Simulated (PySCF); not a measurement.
Compound: C₆H₇S (charge +1).
Bonds: C1–C2, C2–C3 (aromatic), C3–C4 (aromatic), C4–C5 (aromatic), C5–S6 (aromatic), S6–C7 (aromatic), C2–C7 (aromatic). Hydrogens: H8, H9, H10 on C1; H11 on C3; H12 on C4; H13 on C5; H14 on C7.

A GFN2-xTB structure was refined with PySCF 2.14.0, PBE0/6-31+G* geometry optimisation, gas phase. Its GFN2-xTB values:

```
coordinate  GFN2-xTB
     C1–C2   1.488 Å
     C1–H8   1.090 Å
     C2–C3   1.402 Å
     C2–C7   1.382 Å
     C3–C4   1.388 Å
    C3–H11   1.081 Å
     C4–C5   1.376 Å
    C4–H12   1.081 Å
     C5–S6   1.687 Å
    C5–H13   1.080 Å
     S6–C7   1.689 Å
    C7–H14   1.081 Å
  C1–C2–C3    119.5°
  C1–C2–C7    120.0°
  C2–C3–C4    123.8°
  C2–C7–S6    125.7°
  C3–C2–C7    120.5°
  C3–C4–C5    123.2°
  C4–C5–S6    123.8°
  C5–S6–C7    102.9°
```

**Question.** How do these coordinates change at the PBE0/6-31+G* level?

**Answer.** 
```tsv
coordinate	PBE0/6-31+G* (Å or °)	change
C1–C2	1.500	+0.012
C3–C4	1.395	+0.007
C3–H11	1.088	+0.007
C7–H14	1.088	+0.007
C5–H13	1.087	+0.007
C1–H8	1.097	+0.007
C4–C5	1.382	+0.006
C2–C7	1.388	+0.006
C4–H12	1.087	+0.006
C2–C3	1.408	+0.006
C5–S6	1.683	-0.004
S6–C7	1.687	-0.002
C5–S6–C7	103.7	+0.8
C3–C2–C7	119.8	-0.7
C2–C3–C4	124.5	+0.7
C1–C2–C3	120.1	+0.6
C3–C4–C5	122.8	-0.4
C4–C5–S6	123.5	-0.3
C1–C2–C7	120.1	+0.1
C2–C7–S6	125.7	0.0
```

The energy falls by 1.7 kJ/mol over 4 energy and gradient evaluations, the largest force component goes from 0.0058 to 3.6e-04 Eh/bohr, and the atoms move by 0.022 Å rms after alignment. The bond that changes most is C1–C2 (benzylic-type carbon to substituted aromatic carbon), which lengthens by 0.012 Å. Bonds longer at the end by more than 0.005 Å: 12 of 14; shorter: 0. Rotational constants go from 4109, 2044, 1377 to 4100, 2026, 1367 MHz.

The run used 144 basis functions and 28 SCF cycles in all.

PBE0/6-31+G* frequencies: not computed here. Isolated species at its PBE0/6-31+G* geometry, gas phase.
